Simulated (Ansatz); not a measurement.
Gas-phase electronic energies from Ansatz, PBE0-D4/def2-TZVP geometries. CBS: MP2 limit from def2 TZ/QZ plus the TZ coupled-cluster correction, frozen cores. This one scheme is used for every species. Functionals use def2-TZVPP. B3LYP here is the variant with VWN-RPA as its local correlation; programs differ in this. Each species was taken in one conformer, which may not be the lowest.

`C=CN[SiH2]C` + `CNBF` → `CN(C)BF` + `C=CN[SiH3]`  (substitution at a C–Si bond)

```
             level  ΔE (kJ/mol)
           ωB97M-V         70.0
             B3LYP         68.0
     HF/def2-TZVPP         66.1
   CCSD/def2-TZVPP         65.9
CCSD(T)/def2-TZVPP         65.2
     HF/def2-QZVPP         66.1
SCS-MP2/def2-QZVPP         66.0
      HF/CBS(def2)         66.1
```

(1) What does CCSD(T)/CBS give? (Estimate.)

Largest T1 diagnostic among the species: 0.012.

Answers

(1) Computed: +67.9 kJ/mol. The listed levels differ from it by 2.1, 0.1, -1.8, -2.0, -2.7, -1.8, -1.9, -1.8 kJ/mol.
